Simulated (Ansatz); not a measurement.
Reaction (isomerisation): `O[BH][SnH2][OH]` → `[BH2][SnH]([OH])[OH]`

Calculated with Ansatz (gas phase, PBE0-D4/def2-TZVP geometries, no zero-point term in ΔE). CCSD(T)/CBS is the MP2 limit (def2-TZVPP, def2-QZVPP) plus CCSD(T) − MP2 in def2-TZVPP, frozen cores. DFT in def2-TZVPP. B3LYP here is the variant with VWN-RPA as its local correlation; programs differ in this. def2 core potentials past Kr. For Sn outer-core shells are correlated without core-valence functions, which leaves a few kJ/mol of doubt a bond. One conformer a species, not always the lowest.

| level | ΔE (kcal/mol) | difference from CCSD(T)/CBS |
| --- | --- | --- |
| r2SCAN-D4 | 28.6 | 2.5 |
| B3LYP-D4 | 28.1 | 2.0 |
| ωB97M-V | 28.7 | 2.6 |
| r2SCAN | 28.6 | 2.5 |
| PBE0 | 29.6 | 3.5 |
| MP2/def2-TZVPP | 27.1 | 1.0 |
| CCSD/def2-TZVPP | 27.6 | 1.5 |
| MP2/def2-QZVPP | 26.0 | -0.1 |
| MP2/CBS(def2) | 25.4 | -0.7 |
| CCSD/CBS(def2) | 25.9 | -0.2 |
| CCSD(T)/CBS | 26.1 | 0 |

Largest T1 diagnostic among the species: 0.015.

In def2-TZVPP, CCSD(T) changes the Hartree–Fock value by +2.2 kcal/mol (the triples alone add +0.2 kcal/mol) and MP2 by +1.4 kcal/mol.

CCSD(T)/CBS has its own doubt, a few kJ/mol and more with outer-core shells, so smaller differences from it don't rank the levels.
